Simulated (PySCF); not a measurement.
# How methods differ on the excitation energy of Ti⁺

Ti⁺ [Ar] 3d2 4s1 (4F) → Ti⁺ [Ar] 3d1 4s2 (2D), as a difference of total energies. Computed with PySCF 2.14 in aug-cc-pVQZ-DK, with scalar relativity by spin-free X2C-1e. Correlated levels: valence: [Ar] frozen. The calculations carry no spin-orbit coupling.

| method | excitation energy (cm⁻¹) |
| --- | --- |
| UHF | 30766 |
| LDA | 30474 |
| PBE | 31550 |
| PBE0 | 31428 |
| r2SCAN | 36110 |
| M06-L | 27718 |
| r2SCANh | 35442 |
| PBEsol | 31691 |
| MP2 (valence) | 25944 |
| SCS-MP2 (valence) | 23311 |

Q: Which method comes closest to the reference value, and which is furthest?

A: The reference is 24875 cm⁻¹ (measured; NIST levels, between the centres of gravity of the two terms). Closest: MP2 (valence) (error 1069.4 cm⁻¹); furthest: r2SCAN (error 11235 cm⁻¹).
